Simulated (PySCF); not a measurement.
Mo(O)2(Cl)(OMe) (CH3ClMoO3), SMILES C[O][Mo](=[O])(=[O])[Cl], multiplicity 1.

Geometry: B3LYP-D3(BJ)/def2-SVP. The spin state was assumed, not searched. The def2 effective core potentials stand for the cores of Mo; spin–orbit coupling is left out. One conformer was computed; it need not be the lowest.

These are TDA-PBE0/def2-SVPD (PySCF) values and carry that method's errors.

Vertical excitations. Gas-phase values at a fixed geometry.

Computed UV-visible absorptions:
```json
[
 {"state": "S1", "energy (eV)": "4.68", "λ (nm)": "265", "f": "0.001", "main pairs": "HOMO−1→LUMO+1 42 %, HOMO→LUMO 28 %, HOMO→LUMO+1 11 %"},
 {"state": "S2", "energy (eV)": "4.78", "λ (nm)": "259", "f": "0.005", "main pairs": "HOMO−1→LUMO 42 %, HOMO→LUMO 26 %, HOMO−2→LUMO 12 %, HOMO−1→LUMO+1 8 %"},
 {"state": "S3", "energy (eV)": "4.80", "λ (nm)": "258", "f": "0.004", "main pairs": "HOMO−1→LUMO 40 %, HOMO−1→LUMO+1 25 %, HOMO→LUMO 16 %"},
 {"state": "S4", "energy (eV)": "5.16", "λ (nm)": "240", "f": "0.002", "main pairs": "HOMO→LUMO+1 39 %, HOMO−3→LUMO 28 %, HOMO−2→LUMO 16 %"},
 {"state": "S5", "energy (eV)": "5.20", "λ (nm)": "239", "f": "0.002", "main pairs": "HOMO−3→LUMO 39 %, HOMO−4→LUMO 27 %, HOMO→LUMO+1 16 %"},
 {"state": "S6", "energy (eV)": "5.32", "λ (nm)": "233", "f": "0.005", "main pairs": "HOMO−4→LUMO 25 %, HOMO−2→LUMO 18 %, HOMO−3→LUMO 16 %, HOMO−2→LUMO+1 15 %"},
 {"state": "S7", "energy (eV)": "5.40", "λ (nm)": "230", "f": "0.021", "main pairs": "HOMO−2→LUMO+1 27 %, HOMO−4→LUMO+1 23 %, HOMO−2→LUMO 14 %, HOMO−3→LUMO+1 9 %"},
 {"state": "S8", "energy (eV)": "5.48", "λ (nm)": "226", "f": "0.003", "main pairs": "HOMO−4→LUMO+1 45 %, HOMO→LUMO+1 15 %, HOMO−3→LUMO+1 13 %, HOMO→LUMO+2 10 %"},
 {"state": "S9", "energy (eV)": "5.55", "λ (nm)": "224", "f": "0.002", "main pairs": "HOMO−1→LUMO+2 53 %, HOMO→LUMO+2 19 %"},
 {"state": "S10", "energy (eV)": "5.64", "λ (nm)": "220", "f": "0.016", "main pairs": "HOMO−2→LUMO+1 35 %, HOMO→LUMO+2 16 %, HOMO−4→LUMO 13 %, HOMO−1→LUMO+2 9 %"},
 {"state": "T1", "energy (eV)": "4.20", "λ (nm)": "295", "f": "0", "main pairs": "HOMO−1→LUMO 59 %, HOMO→LUMO 19 %"},
 {"state": "T2", "energy (eV)": "4.29", "λ (nm)": "289", "f": "0", "main pairs": "HOMO−1→LUMO+1 55 %, HOMO→LUMO 19 %, HOMO−3→LUMO+1 9 %"},
 {"state": "T3", "energy (eV)": "4.39", "λ (nm)": "282", "f": "0", "main pairs": "HOMO→LUMO 48 %, HOMO−1→LUMO+1 17 %, HOMO−1→LUMO 14 %"},
 {"state": "T4", "energy (eV)": "4.63", "λ (nm)": "268", "f": "0", "main pairs": "HOMO−2→LUMO 24 %, HOMO→LUMO+1 23 %, HOMO−4→LUMO 16 %, HOMO→LUMO+2 7 %"}
]
```
Triplets are in the Tamm–Dancoff approximation.
